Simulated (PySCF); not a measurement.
# One molecule, several mistakes: CH4OSi2

All numbers below are calculated, not measured. The program is PySCF 2.14.0, an open-source quantum chemistry code, run on an isolated molecule that a program drew, which may never have been made. The molecule is CH4OSi2 (charge 0, singlet), drawn as the SMILES string `O[SiH]=C[SiH]`.

Each row is a Hartree-Fock (HF) and frozen-core CCSD(T) single point in the cc-pV(D+d)Z basis, meant for a local HF minimum. Run 1 is clean. Each other run has one planted mistake out of seven kinds, and not every kind appears here: one electron removed, one electron added, multiplicity raised by two, geometry at a saddle point, minimal basis STO-3G, one bond length entered in bohr, all coordinates scaled. The reference is restricted for singlets and unrestricted otherwise, and also for a bond in bohr. Adding or removing an electron swaps singlet and doublet. Electrons count all cores. HOMO and LUMO are orbital energies over both spins, the gradient is its largest component, and the lowest frequency (negative if imaginary) is given only where the gradient is small. Bond lengths are over the 7 bonds as drawn. T1 is the CCSD diagnostic: over 0.02 (restricted) or 0.045 (unrestricted) a single reference is doubtful.

Geometry of the clean run:
```xyz
8
CH4OSi2, angstrom
O    -1.3605   -0.9586   -0.8737
Si    0.2578   -0.9424   -0.8162
C     1.2258    0.3793   -0.3553
Si    0.6402    2.0419    0.1631
H    -1.8168   -1.7418   -1.1424
H     0.7689   -2.2619   -1.2288
H     2.2972    0.1868   -0.3830
H    -0.8529    1.7745    0.0281
```

| run | electrons | basis functions | <S^2> | HOMO (eV) | LUMO (eV) | gradient (hartree/bohr) | lowest frequency (cm^-1) | mean bond (Å) | longest bond (Å) | T1 | HF (hartree) | CCSD(T) (hartree) | mistake |
|---|---|---|---|---|---|---|---|---|---|---|---|---|---|
| 1 | 46 | 94 | 0.000 | -7.82 | 1.23 | 2.3e-05 | 150 | 1.4557 | 1.837 | 0.0155 | -692.88305 | -693.44043 | no fault |
| 2 | 46 | 94 | 0.000 | -8.29 | 0.76 | 5.9e-02 | - | 1.5881 | 2.005 | 0.0184 | -692.82581 | -693.40362 | all coordinates scaled |
| 3 | 47 | 94 | 0.981 | -0.35 | 7.58 | 3.5e-02 | - | 1.4557 | 1.837 | 0.0307 | -692.86613 | -693.43325 | one electron added |
| 4 | 46 | 32 | 0.000 | -4.79 | 6.07 | 5.6e-02 | - | 1.4557 | 1.837 | 0.0166 | -684.63228 | -684.85724 | minimal basis STO-3G |
| 5 | 46 | 94 | 0.930 | -8.03 | 1.09 | 2.4e-02 | - | 1.5941 | 2.058 | 0.0666 | -692.75523 | -693.30956 | ? |

**Which mistake was planted in run 5, and what did it cost?**

The mean bond changes by a factor of 1.095 and the longest by 1.120, so the molecule wasn't scaled as a whole. A length L in bohr read as angstrom grows by (1/0.5292 - 1) L = 0.890 L. The 7 bonds together grew by 7 x 0.1384 = 0.969 Å, which gives L = 1.089 Å. That is bond C3-H7, 1.089 Å in the clean geometry. So the mistake is: one bond length entered in bohr. Subtracting run 1 and multiplying by 627.51 kcal/mol a hartree, the energy moved by 80.2 kcal/mol in HF and 82.1 kcal/mol in CCSD(T).

Cautions from the logs. Run 3: the added electron raises the CCSD(T) energy, so it isn't bound in this basis; run 5: T1 is over the limit, so its CCSD(T) energy is less reliable.
